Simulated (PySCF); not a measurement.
An unknown shows these calculated signals:

1H NMR (400 MHz, computed): δ 5.39 (quint, J = 8.5 Hz, 1H), 5.34 (ddd, J = 53.8, 3.1, 2.3 Hz, 2H), 5.01 (dt, J = 8.3, 3.1 Hz, 2H), 3.13 (m, 2H).

13C{1H} NMR (computed): δ 221.3 (C), 97.1 (C, d, J = 11.0 Hz), 92.9 (CH), 83.4 (C, d, J = 16.2 Hz), 79.8 (CH2), 73.9 (CH2, d, J = 225.6 Hz), 24.0 (CH2).

Computational details: shieldings: GIAO PBE0/pcSseg-1, B3LYP/pcJ-1 coupling constants (spin–dipole term only in couplings to heteroatoms), coordinates at the GFN2-xTB level, in PySCF 2.14.0 with density-fitted response routines (one averaged value for each set of equivalent atoms, non-relativistic, gas phase, a single conformation).

δ = σ(ref) − σ, references computed at the same level: 1H and 13C vs TMS.

Question: Which of these does the molecule contain: a non-aromatic C=C double bond, a Si–H bond, an NH or NH2 group, a three-membered ring, a C≡C triple bond?

Answer: 
- A non-aromatic C=C double bond: yes.
- A Si–H bond: no.
- An NH or NH2 group: no.
- A three-membered ring: no.
- A C≡C triple bond: yes (δC 97.1, 83.4).

The data belong to `C=C=CCC#CCF`, C7H7F; they needn't prove each group on their own.

Carbon signals by region: 1 in the far downfield region (above 160 ppm), 5 at 50–100 ppm, 1 below 50 ppm. Above 160 ppm: 221.3, central carbon of an allene.

C–F couplings over four or more bonds (about 3 Hz to the para carbon of a fluoroarene) are left out. Common functionals overestimate the size of one-bond C–F couplings by tens of Hz; these are unscaled. Multiplet labels drop couplings under 1 Hz and merge nearly equal ones. Unscaled 3J(H,H) at this level run about 10 % above measured values. Shifts are as computed. Against solution values, carbons near 30 ppm lie about +3 ppm off and those near 130 ppm about +5 ppm. Of 1309 compounds with measured shifts, 239 miss one by over three times the rms of a fit or turn the order of signals round; such compounds aren't used in these exercises. Couplings across =CH–CH2 type bonds come from one rotamer and its mirror image, and can be 1–2 Hz further off.
